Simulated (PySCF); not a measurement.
H$_{4}$BClO$_{2}$Si (SMILES OB(O)[SiH2]Cl), singlet, geometry from GFN2-xTB; PySCF with CASSCF(8,6)/6-31G.

PySCF was given this input:
```python
from pyscf import gto, scf, mcscf
import numpy

mol = gto.M(
    atom='''
Si   -0.82331107   -0.53701214   -0.18186618
Cl   -1.43052452    1.40446102    0.02250962
B     1.15245682   -0.59923392    0.05893940
O     1.88461641   -1.73755811   -0.01333124
O     1.88844685    0.50473775    0.31186821
H    -1.33451043   -0.97426488   -1.48952425
H    -1.62220100   -1.30376126    0.78578821
H     1.43265036   -2.55934554   -0.18948391
H     1.42254267    1.33843686    0.37369031
''',
    basis='6-31g',
    verbose=4,
)

mf = scf.RHF(mol)
mf.kernel()
mc = mcscf.CASSCF(mf, 6, 8)
mc.fix_spin_(ss=0.0)
mc.kernel()
occ = numpy.linalg.eigvalsh(mc.fcisolver.make_rdm1(mc.ci, mc.ncas, mc.nelecas))[::-1]
ss = mc.fcisolver.spin_square(mc.ci, mc.ncas, mc.nelecas)[0]
print('natural occupations', occ.round(4), ' <S^2>', round(ss, 4))
```

It wrote (shortened):

```
PySCF version 2.14.0

[INPUT] verbose = 4
[INPUT] num. atoms = 9
[INPUT] num. electrons = 56
[INPUT] charge = 0
[INPUT] spin (= nelec alpha-beta = 2S) = 0
[INPUT] symmetry False subgroup None
[INPUT] Mole.unit = angstrom
[INPUT] Symbol           X                Y                Z      unit          X                Y                Z       unit  Magmom
[...]
nuclear repulsion = 264.663513290697
number of shells = 37
number of NR pGTOs = 174
number of NR cGTOs = 61
basis = 6-31g
ecp = {}

******** <class 'pyscf.scf.hf.RHF'> ********
method = RHF
initial guess = minao
damping factor = 0
level_shift factor = 0
DIIS = <class 'pyscf.scf.diis.CDIIS'>
diis_start_cycle = 1
diis_space = 8
diis_damp = 0
SCF conv_tol = 1e-09
SCF conv_tol_grad = None
SCF max_cycles = 50
direct_scf = True
direct_scf_tol = 1e-13
Set gradient conv threshold to 3.16228e-05
Initial guess from minao.
init E= -925.820731107919
[...]
cycle= 1 E= -925.00756045073  delta_E= 0.813  |g|= 0.656  |ddm|= 2.63
[...]
cycle= 2 E= -925.09566991111  delta_E= -0.0881  |g|= 0.378  |ddm|= 0.945
[...]
cycle= 3 E= -925.123683823789  delta_E= -0.028  |g|= 0.0481  |ddm|= 0.302
[...]
cycle= 4 E= -925.124510308784  delta_E= -0.000826  |g|= 0.00852  |ddm|= 0.0833
[...]
cycle= 5 E= -925.124543726932  delta_E= -3.34e-05  |g|= 0.00198  |ddm|= 0.0203
[...]
cycle= 6 E= -925.124545850276  delta_E= -2.12e-06  |g|= 0.000504  |ddm|= 0.00553
[...]
cycle= 7 E= -925.124545980832  delta_E= -1.31e-07  |g|= 0.000188  |ddm|= 0.00134
[...]
cycle= 8 E= -925.124545992531  delta_E= -1.17e-08  |g|= 6.34e-05  |ddm|= 0.00032
[...]
cycle= 9 E= -925.124545994048  delta_E= -1.52e-09  |g|= 1.04e-05  |ddm|= 0.000125
[...]
cycle= 10 E= -925.124545994128  delta_E= -8.03e-11  |g|= 2.77e-06  |ddm|= 2.76e-05
[...]
Extra cycle  E= -925.124545994136  delta_E= -7.73e-12  |g|= 1.25e-06  |ddm|= 5.74e-06
converged SCF energy = -925.124545994136

******** <class 'pyscf.mcscf.mc1step.CASSCF'> ********
CAS (4e+4e, 6o), ncore = 24, nvir = 31
max_cycle_macro = 50
max_cycle_micro = 4
conv_tol = 1e-07
conv_tol_grad = None
orbital rotation max_stepsize = 0.02
orbital rotation threshold for CI restart = 0.01
augmented hessian ah_max_cycle = 30
augmented hessian ah_conv_tol = 1e-12
augmented hessian ah_linear dependence = 1e-14
augmented hessian ah_level shift = 1e-08
augmented hessian ah_start_tol = 2.5
augmented hessian ah_start_cycle = 3
augmented hessian ah_grad_trust_region = 3
kf_trust_region = 3
kf_interval = 4
ci_response_space = 4
ci_grad_trust_region = 3
with_dep4 0
natorb = False
canonicalization = True
sorting_mo_energy = False
ao2mo_level = 2
internal_rotation = False
******** <class 'pyscf.fci.addons.SpinPenaltyFCISolver'> ********
max. cycles = 50
conv_tol = 1e-08
davidson only = True
linear dependence = 1e-12
level shift = 0.001
max iter space = 12
nroots = 1
pspace_size = 400
spin = None
CASCI E = -925.126848020259  S^2 = 0.0000000
Set conv_tol_grad to 0.000316228
macro iter   1 ( 21 JK    4 micro), CASSCF E = -925.134146994878  dE = -7.29897462e-03  S^2 = 0.0000000
               |grad[o]|=0.00747  |grad[c]|=0.0174  |ddm|=0.0647  |maxRot[o]|=0.279
macro iter   2 ( 21 JK    4 micro), CASSCF E = -925.146482490063  dE = -1.23354952e-02  S^2 = 0.0000000
               |grad[o]|=0.0193  |grad[c]|=0.0471  |ddm|=0.0816  |maxRot[o]|=0.227
macro iter   3 ( 21 JK    4 micro), CASSCF E = -925.161333148215  dE = -1.48506582e-02  S^2 = 0.0000000
               |grad[o]|=0.0265  |grad[c]|=0.0182  |ddm|=0.0224  |maxRot[o]|=0.214
macro iter   4 ( 12 JK    3 micro), CASSCF E = -925.168640656144  dE = -7.30750793e-03  S^2 = 0.0000000
               |grad[o]|=0.0262  |grad[c]|=0.00703  |ddm|=0.0092  |maxRot[o]|=0.102
macro iter   5 (  7 JK    2 micro), CASSCF E = -925.171444768517  dE = -2.80411237e-03  S^2 = 0.0000000
               |grad[o]|=0.0183  |grad[c]|=0.00689  |ddm|=0.0055  |maxRot[o]|=0.0675
macro iter   6 (  7 JK    2 micro), CASSCF E = -925.172828243787  dE = -1.38347527e-03  S^2 = 0.0000000
[...]
               |grad[o]|=0.000571  |grad[c]|=0.0488  |ddm|=0.000901  |maxRot[o]|=0.0698
macro iter  33 (  7 JK    2 micro), CASSCF E = -925.174181171172  dE = -9.85172528e-06  S^2 = 0.0000000
               |grad[o]|=0.00043  |grad[c]|=0.0568  |ddm|=0.00125  |maxRot[o]|=0.0698
macro iter  34 (  7 JK    2 micro), CASSCF E = -925.174194945380  dE = -1.37742076e-05  S^2 = 0.0000000
               |grad[o]|=0.000344  |grad[c]|=0.0568  |ddm|=0.00173  |maxRot[o]|=0.0698
macro iter  35 (  7 JK    2 micro), CASSCF E = -925.174215811400  dE = -2.08660201e-05  S^2 = 0.0000000
               |grad[o]|=0.000359  |grad[c]|=0.0494  |ddm|=0.00227  |maxRot[o]|=0.0698
macro iter  36 (  7 JK    2 micro), CASSCF E = -925.174249496373  dE = -3.36849736e-05  S^2 = 0.0000000
               |grad[o]|=0.000466  |grad[c]|=0.0357  |ddm|=0.0029  |maxRot[o]|=0.0698
macro iter  37 (  7 JK    2 micro), CASSCF E = -925.174305432105  dE = -5.59357316e-05  S^2 = 0.0000000
               |grad[o]|=0.000693  |grad[c]|=0.0191  |ddm|=0.00378  |maxRot[o]|=0.0698
macro iter  38 (  7 JK    2 micro), CASSCF E = -925.174388963548  dE = -8.35314432e-05  S^2 = 0.0000000
               |grad[o]|=0.00112  |grad[c]|=0.00319  |ddm|=0.00456  |maxRot[o]|=0.0698
macro iter  39 (  6 JK    1 micro), CASSCF E = -925.174449959298  dE = -6.09957495e-05  S^2 = 0.0000000
               |grad[o]|=0.00138  |grad[c]|=0.0103  |ddm|=0.00302  |maxRot[o]|=0.0581
macro iter  40 (  7 JK    2 micro), CASSCF E = -925.174489793762  dE = -3.98344646e-05  S^2 = 0.0000000
               |grad[o]|=0.00225  |grad[c]|=0.00327  |ddm|=0.00201  |maxRot[o]|=0.0697
macro iter  41 (  7 JK    2 micro), CASSCF E = -925.174513098400  dE = -2.33046375e-05  S^2 = 0.0000000
               |grad[o]|=0.00181  |grad[c]|=0.00454  |ddm|=0.00114  |maxRot[o]|=0.0698
macro iter  42 (  7 JK    2 micro), CASSCF E = -925.174525017091  dE = -1.19186913e-05  S^2 = 0.0000000
               |grad[o]|=0.000897  |grad[c]|=0.0051  |ddm|=0.000855  |maxRot[o]|=0.0698
macro iter  43 (  5 JK    1 micro), CASSCF E = -925.174527968498  dE = -2.95140694e-06  S^2 = 0.0000000
               |grad[o]|=0.000538  |grad[c]|=0.00224  |ddm|=0.000343  |maxRot[o]|=0.038
macro iter  44 ( 17 JK    4 micro), CASSCF E = -925.174487024088  dE =  4.09444103e-05  S^2 = 0.0000000
               |grad[o]|=0.00111  |grad[c]|=0.0203  |ddm|=0.000771  |maxRot[o]|=0.109
macro iter  45 ( 21 JK    4 micro), CASSCF E = -925.174489376240  dE = -2.35215259e-06  S^2 = 0.0000000
               |grad[o]|=0.00193  |grad[c]|=0.000861  |ddm|=6.82e-05  |maxRot[o]|=0.00657
macro iter  46 ( 21 JK    4 micro), CASSCF E = -925.174490323488  dE = -9.47247941e-07  S^2 = 0.0000000
               |grad[o]|=0.00118  |grad[c]|=0.00235  |ddm|=0.000119  |maxRot[o]|=0.00871
macro iter  47 (  7 JK    2 micro), CASSCF E = -925.174512842131  dE = -2.25186425e-05  S^2 = 0.0000000
               |grad[o]|=0.000615  |grad[c]|=0.00258  |ddm|=0.000334  |maxRot[o]|=0.0517
macro iter  48 (  7 JK    2 micro), CASSCF E = -925.174529255028  dE = -1.64128970e-05  S^2 = 0.0000000
               |grad[o]|=0.000434  |grad[c]|=0.0041  |ddm|=0.000238  |maxRot[o]|=0.0601
macro iter  49 (  6 JK    1 micro), CASSCF E = -925.174534934229  dE = -5.67920154e-06  S^2 = 0.0000000
               |grad[o]|=0.000266  |grad[c]|=0.00387  |ddm|=0.000104  |maxRot[o]|=0.0519
macro iter  50 ( 21 JK    4 micro), CASSCF E = -925.174475387506  dE =  5.95467235e-05  S^2 = 0.0000000
               |grad[o]|=0.000608  |grad[c]|=0.00404  |ddm|=0.000355  |maxRot[o]|=0.129
1-step CASSCF not converged,  50 macro (586 JK 135 micro) steps
CASSCF canonicalization
Density matrix diagonal elements [1.97580531 1.98678328 1.99947716 1.99391958 0.01956151 0.02445316]
CASSCF energy = -925.174475387506
CASCI E = -925.174475387506  E(CI) = -20.3764114139241  S^2 = 0.0000000
natural occupations [1.9997 1.9995 1.9812 1.977  0.0232 0.0194]  <S^2> 0.0
```

Convergence was not reached.
